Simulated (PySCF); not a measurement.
In(Et)3 (C₆H₁₅In), SMILES C[CH2][In]([CH2]C)[CH2]C.

The structure is a stationary point at PBE0-D3(BJ)/def2-SVP. The isomer is the one that the SMILES or the coordinates give; other isomers of the formula were not compared. The def2 effective core potentials stand for the cores of In; spin–orbit coupling is left out. Other conformers were not sampled.

The numbers are results of TDDFT-LC-ωPBE/def2-SVP in PySCF, not measurements.

Vertical excitations. The molecule is in vacuum.

Estimate the UV-visible absorptions. (Estimate from the structure and the level; the computed values follow.)


```json
[
 {"state": "S1", "energy (eV)": "4.80", "λ (nm)": "258", "f": "0.000", "main pairs": "HOMO→LUMO 95 %"},
 {"state": "S2", "energy (eV)": "4.86", "λ (nm)": "255", "f": "0.000", "main pairs": "HOMO−1→LUMO 94 %"},
 {"state": "S3", "energy (eV)": "6.85", "λ (nm)": "181", "f": "0.269", "main pairs": "HOMO→LUMO+1 81 %"},
 {"state": "S4", "energy (eV)": "6.94", "λ (nm)": "179", "f": "0.311", "main pairs": "HOMO−1→LUMO+1 79 %"},
 {"state": "S5", "energy (eV)": "7.78", "λ (nm)": "159", "f": "0.023", "main pairs": "HOMO−1→LUMO+3 25 %, HOMO−1→LUMO+2 25 %, HOMO→LUMO+2 20 %, HOMO→LUMO+3 19 %"},
 {"state": "S6", "energy (eV)": "7.89", "λ (nm)": "157", "f": "0.014", "main pairs": "HOMO→LUMO+2 35 %, HOMO−1→LUMO+2 22 %, HOMO→LUMO+3 18 %, HOMO−1→LUMO+3 8 %"},
 {"state": "S7", "energy (eV)": "8.13", "λ (nm)": "153", "f": "0.008", "main pairs": "HOMO→LUMO+3 49 %, HOMO−1→LUMO+2 28 %"},
 {"state": "S8", "energy (eV)": "8.15", "λ (nm)": "152", "f": "0.007", "main pairs": "HOMO−1→LUMO+3 48 %, HOMO→LUMO+2 27 %, HOMO−1→LUMO+2 9 %"},
 {"state": "S9", "energy (eV)": "8.63", "λ (nm)": "144", "f": "0.023", "main pairs": "HOMO−2→LUMO 62 %, HOMO−3→LUMO 20 %, HOMO−4→LUMO 9 %"},
 {"state": "S10", "energy (eV)": "8.72", "λ (nm)": "142", "f": "0.017", "main pairs": "HOMO−4→LUMO 35 %, HOMO−2→LUMO 29 %, HOMO−3→LUMO 27 %"},
 {"state": "T1", "energy (eV)": "4.52", "λ (nm)": "274", "f": "0", "main pairs": "HOMO→LUMO 93 %"},
 {"state": "T2", "energy (eV)": "4.58", "λ (nm)": "271", "f": "0", "main pairs": "HOMO−1→LUMO 93 %"},
 {"state": "T3", "energy (eV)": "5.62", "λ (nm)": "221", "f": "0", "main pairs": "HOMO→LUMO+1 60 %, HOMO−1→LUMO+1 23 %"},
 {"state": "T4", "energy (eV)": "5.72", "λ (nm)": "217", "f": "0", "main pairs": "HOMO−1→LUMO+1 57 %, HOMO→LUMO+1 21 %"}
]
```
Triplets are in the Tamm–Dancoff approximation, which puts them higher than full response would, so one can lie above its singlet here.
